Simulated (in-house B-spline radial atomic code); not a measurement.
# C V (C4+): 1s1 (3d3/2)1 (an excited or competing configuration)

All numbers are computed (Dirac-Hartree-Fock, average of the jj configuration; Fermi nucleus of rms radius 2.4702 fm) with a B-spline radial code for spherical atoms, not measured.

Z_r = [3n² - l(l+1)]/(2<r>); Z_e = n√(-2ε); the last column is Slater's effective charge. Values are occupation-weighted means over j.

| shell | electrons | ε (eV) | <r> (bohr) | Z_r | Z_e | Slater |
| --- | --- | --- | --- | --- | --- | --- |
| 1s | 1 | -474.92 | 0.2499 | 6.00 | 5.91 | 6.00 |
| 3d | 1 | -37.812 | 2.098 | 5.00 | 5.00 | 5.00 |

The least bound orbital is 3d3/2 at -37.81 eV, and it is also the most diffuse (<r> = 2.098 bohr).

For the 1s electron the small component carries 0.0479 % of the norm, the zero-frequency Breit interaction raises the level by 4.005e-05 eV, self-energy by 0.02538 eV, and vacuum polarisation lowers it by 0.001112 eV.
